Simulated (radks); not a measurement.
The numbers below are computed, except where a source is named.
Q: I V, 49 electrons, occupied as [Kr] 4d10 5s2 5p1. Level of theory: non-relativistic Kohn-Sham, PBEsol, spin-polarised, spherical densities, point nucleus; open shells are filled with parallel spins first (spin-orbit coupling, left out, can overturn this in heavy ions); relativity is left out, which matters for an element this heavy (a radial shooting solver on a logarithmic mesh with Libxc functionals). Some entries of the table are withheld. Estimate them.

orbital,occ.,eigenvalue (hartree),<1/r> (bohr^-1),r(max) (bohr)
1s up,1,-1164.154,52.45,0.01900
1s down,1,-1164.152,52.45,0.01900
2s up,1,-176.8181,12.04,0.1050
2s down,1,-176.8173,12.04,0.1050
2p up,3,-166.2871,12.05,0.08203
2p down,3,-166.2857,12.05,0.08203
3s up,1,-36.92652,4.390,0.2989
3s down,1,-36.92497,4.390,0.2990
3p up,3,-32.49622,4.317,0.2854
3p down,3,-32.49446,4.317,0.2854
3d up,5,-24.25416,4.187,0.2324
3d down,5,-24.25252,4.187,0.2324
4s up,1,-7.76819,1.795,0.7074
4s down,1,-7.76456,1.796,0.7075
4p up,3,-6.21716,1.694,0.7263
4p down,3,-6.21311,1.695,0.7264
4d up,5,-3.56877,1.457,0.7739
4d down,5,-3.56220,1.460,0.7738
5s up,1,-2.05683,0.7044,1.694
5s down,1,-2.01377,0.7080,1.685
5p up,1,-1.65367,0.6308,1.865
5p down,0,-1.60866,0.6316,1.857
5d up,0,-1.05370,0.4909,2.354
5d down,0,-1.01364,0.4838,2.375
4f up,0,-0.91150,0.7345,(1)
6s up,0,-0.88498,0.3557,3.596
4f down,0,-0.88169,0.7489,(2)

A: 
(1) 4f up r(max) (bohr): 1.260
(2) 4f down r(max) (bohr): 1.194
